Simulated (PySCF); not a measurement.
In(F)(SH)2 (FH2InS2), SMILES [F][In]([SH])[SH].

Geometry: B3LYP-D3(BJ)/def2-SVP. The def2 effective core potentials stand for the cores of In; spin–orbit coupling is left out. The values are those of a single conformer.

Level of theory: C-PCM-PBE0/def2-SVP run with PySCF 2.14.0.

The values are the electrostatic part of the solvation free energy, E(continuum) − E(gas) at the gas-phase geometry, in a cavity of scaled van der Waals radii (PySCF's table); cavitation and dispersion terms are not included. A continuum can't describe solvent molecules that bind to the metal. In vacuum the orbital gap is 5.53 eV. The dipole moment in vacuum is 2.12 D.

Estimate the values in water (ε = 78.36), chlorobenzene (ε = 5.70), n-hexane (ε = 1.88). (An estimate is asked for; the answer gives what the named calculation found.)


```json
[
 {"solvent": "water", "ε": "78.36", "ΔG(elec) (kcal/mol)": "-10.1", "dipole (D)": "2.51", "gap (eV)": "5.62"},
 {"solvent": "chlorobenzene", "ε": "5.70", "ΔG(elec) (kcal/mol)": "-8.3", "dipole (D)": "2.44", "gap (eV)": "5.60"},
 {"solvent": "n-hexane", "ε": "1.88", "ΔG(elec) (kcal/mol)": "-4.5", "dipole (D)": "2.29", "gap (eV)": "5.57"}
]
```
